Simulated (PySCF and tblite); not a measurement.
C5H7F3O2, numbered as in [F:1][C:2]([F:3])([F:4])[CH:5]1[O:6][CH2:7][CH2:8][CH2:9][O:10]1.

Conformers came from 60 starts (ETKDG, MMFF94s, GFN2-xTB); geometries are GFN2-xTB. Energies: PBE0-D3(BJ)/pcSseg-1 (IEF-PCM, methanol), with GFN2-xTB thermal terms (modes under about 100 cm⁻¹ blended into free rotors). Symmetry numbers and mirror images are counted. Conformers within 2.5 kcal/mol (GFN2-xTB free energy) were kept, 2 at most. Couplings: B3LYP/6-31G* with pcJ-1 on H, F (gas phase; spin-dipole term only for pairs with B, N, F, Si or P). Couplings are for ¹⁹F, ¹H. H–H couplings come out 0.1 to 0.9 Hz lower than with pcJ-1 on all atoms. Of two unlike H on one atom, a is the less shielded (PBE0/pcSseg-1 (IEF-PCM, methanol)). Codes: tblite and PySCF.

The 6-ring runs over atoms 5–6–7–8–9–10.

```json
{"conformer": "1", "shape": "6-ring chair (all substituents equatorial)", "weight %": "98.6"}
{"conformer": "2", "shape": "6-ring chair (C2 axial)", "weight %": "1.4"}
```

(1) Give the couplings in each conformer and the averages at 298.15 K (pairs that fast motion interchanges averaged).

For its torsions the set is small; conformers may be missing.

Computed couplings to fluorine can be off by tens of per cent at such levels.

F–F couplings are left out: such levels miss them by tens of Hz and can give the wrong sign.

Answers

(1) 
```
   coupling  pairs      1      2  average (Hz)
  ³J(F1,H5)      3    3.5    7.3           3.6
²J(H7b,H7a)      2  -11.5  -11.9         -11.6
³J(H7b,H8b)      2    2.5    5.3           2.6
³J(H7b,H8a)      2   11.6    1.6          11.5
³J(H7a,H8b)      2    1.6   12.2           1.7
³J(H7a,H8a)      2    4.9    2.7           4.9
²J(H8b,H8a)      1  -13.5  -13.3         -13.5
```


Conformer gaps in pcSseg-1 on xTB geometries can be 2 kcal/mol off for S=O, P=O and other polar bonds.